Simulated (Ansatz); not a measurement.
Calculated with Ansatz (gas phase, PBE0-D4/def2-TZVP geometries, no zero-point term in ΔE). CCSD(T)/CBS adds triple-zeta CCSD(T) − MP2 to the extrapolated MP2 energy (def2 sets, frozen cores). Functionals use def2-TZVPP. One conformer a species, not always the lowest.

Consider the ligand exchange at the Si–C bond: `N=C([SiH3])BO` + `OC(F)F` → `FC(F)O[SiH3]` + `N=CBO`.

`N=C([SiH3])BO`:

```xyz
11

N     0.423   -0.909    1.659
C     0.209   -0.295    0.555
Si   -1.531   -0.094   -0.190
B     1.473    0.298   -0.175
O     1.246    0.948   -1.339
H    -0.446   -1.265    2.072
H    -1.894    1.341   -0.322
H    -1.618   -0.734   -1.529
H    -2.479   -0.764    0.744
H     2.577    0.180    0.277
H     2.039    1.295   -1.754
```

`OC(F)F`:

```xyz
6

O    -0.766    0.415   -0.654
C    -0.008   -0.158    0.300
F     0.892    0.718    0.810
F     0.722   -1.185   -0.198
H    -0.189    0.736   -1.358
H    -0.651   -0.525    1.101
```

`FC(F)O[SiH3]`:

Z-matrix (Å, degrees):
```
C
F 1 1.359
O 1 1.341 2 111.1
F 1 1.354 2 106.1 3 120.7
H 1 1.092 2 108.8 3 -122.5
Si 3 1.675 1 126.1 2 43.8
H 6 1.481 3 110.7 1 44.9
H 6 1.481 3 110.0 1 -77.2
H 6 1.478 3 104.0 1 164.4
```

`N=CBO`:

Z-matrix (Å, degrees):
```
C
B 1 1.592
N 1 1.273 2 115.3
H 1 1.097 2 122.9 3 -180.0
O 2 1.339 1 115.9 3 -0.0
H 2 1.196 1 124.6 3 180.0
H 3 1.020 1 113.2 2 -180.0
H 5 0.974 2 108.2 1 0.0
```

```tsv
level	ΔE (kJ/mol)
PBE0-D4	-92.6
ωB97X-V	-102.9
HF/def2-TZVPP	-117.1
CCSD/def2-TZVPP	-104.2
```

Question: What does CCSD(T)/CBS give? (Best estimate.)

Answer: Computed: -102.3 kJ/mol. The listed levels differ from it by 9.7, -0.6, -14.8, -1.9 kJ/mol.

Largest T1 diagnostic among the species: 0.014.

From BLYP to BHLYP (50 % exact exchange), in def2-TZVPP and without D4, ΔE moves by −11.8 kJ/mol. Leaving LDA and LC-ωPBE aside and taking each functional with its dispersion term where it has one, the values, not all of them listed here, spread over 22.6 kJ/mol, from BHLYP-D4 to revPBE-D4. LDA lies −4.0 kJ/mol from PBE without D4. In def2-TZVPP, CCSD(T) changes the Hartree–Fock value by +15.7 kJ/mol (the triples alone add +2.8 kJ/mol) and MP2 by +12.8 kJ/mol.
